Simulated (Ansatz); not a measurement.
Be13O13, a nanocrystal cut from zinc blende BeO (bare). Charge 0, multiplicity 1. Geometry PBE-D4/def2-SVP, basis def2-TZVP, Ansatz.

```csv
run,HOMO (eV),LUMO (eV)
A,-5.51,-2.81
B,-5.74,-2.36
C,-6.99,-2.06
D,-8.46,-1.32
E,-6.58,-2.41
F,-6.72,-2.32
```

B3LYP takes the VWN-RPA correlation. HSE06 is defined as in plane-wave codes, on full-range PBE exchange. Single mean-field runs in def2-TZVP are fitted with def2-universal-jkfit.

Question: The runs used B3LYP, CAM-B3LYP, HSE06, PBE, PBE0, r2SCAN. Estimate which is which.

Answer: A PBE (0 % exact exchange); B r2SCAN (0 % exact exchange); C PBE0 (25 % exact exchange); D CAM-B3LYP (range-separated); E HSE06 (range-separated); F B3LYP (20 % exact exchange). Exact exchange lowers occupied and raises empty levels; among semilocal functionals meta-GGAs tend to open the gap a little, and such runs are hard to tell apart. The gap grows from 2.70 eV (PBE) to 7.14 eV (CAM-B3LYP).
